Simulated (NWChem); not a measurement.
AsH$_{2}$, doublet; SMILES [AsH2]

Computed with NWChem. Spin-unrestricted. In the optimisation the excess spin sits in b1 (C2v, its own frame). No stability test was run on the SCF state. Each level has its own optimisation; frequencies are unscaled.

Taking PBE/def2-TZVPP as the yardstick, which of these has the fewest basis functions while keeping “dipole (D)” within 0.05 D of it: PBE/def2-SVPD; PBE/STO-3G; PBE/def2-TZVPD; PBE/def2-TZVP; PBE/def2-SVP?

PBE/def2-SVPD.
| level | basis functions | dipole (D) | relative time (rough) |
|---|---|---|---|
| PBE/STO-3G | 20 | 0.90 | 1 |
| PBE/def2-SVP | 42 | 0.34 | 2 |
| PBE/def2-SVPD | 54 | 0.18 | 4 |
| PBE/def2-TZVP | 60 | 0.21 | 6 |
| PBE/def2-TZVPD | 72 | 0.19 | 7 |
| PBE/def2-TZVPP | 76 | 0.20 | 7 |

The yardstick is one finite set, not the basis-set limit.
